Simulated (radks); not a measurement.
Results of a calculation; reference values are marked as such.
The indium anion In- inside a hard spherical wall (all orbitals vanish at R), configuration held at [Kr] 4d10 5s2 5p2 and not refilled when levels cross. Code: a radial shooting solver on a logarithmic mesh with Libxc functionals. Model: scalar-relativistic Kohn-Sham, LDA (Slater exchange, VWN5 correlation), spin-polarised, spherical densities, point nucleus; open shells are filled with parallel spins first (spin-orbit coupling, left out, can overturn this in heavy ions). Eigenvalues in eV for spin up, with the zero of energy where the potential of the charges vanishes at infinity; a dash marks a level that is unbound or too diffuse for the functional's potential to be trusted. A positive occupied level is held by the wall or, in an anion where self-interaction has pushed it up, behind a barrier. The pressure on the wall is -dE/dV.

| R (bohr) | E (hartree) | kinetic (hartree) | e(4p) | e(4d) | e(5s) | e(5p) | e(6s, empty) | e(5d, empty) | pressure (GPa) |
|---|---|---|---|---|---|---|---|---|---|
| 8 | -5876.45584 | 6123.656 | -70.845 | -11.565 | -2.199 | 3.014 | 7.057 | 7.782 | 0.819 |
| 6 | -5876.34964 | 6124.030 | -68.474 | -9.253 | -0.349 | 5.461 | 14.817 | 12.859 | 7.16 |
| 5 | -5876.16357 | 6124.675 | -65.941 | -6.817 | 1.916 | 8.560 | 24.583 | 18.574 | 27.9 |
| 3.5 | -5874.88257 | 6129.046 | -56.618 | 1.987 | 12.997 | 23.153 | 68.022 | 42.150 | 388 |
| 2.5 | -5869.42154 | 6147.589 | -35.809 | 22.567 | 48.634 | 66.554 | 179.76 | 100.44 | 4640 |
| 2 | -5857.82883 | 6185.672 | -8.113 | 52.639 | 112.12 | 138.62 | 341.55 | 184.25 | 23500 |
| 1.5 | -5813.94493 | 6317.395 | 65.556 | 136.27 | 311.34 | 350.27 | 768.96 | 405.84 | 177000 |
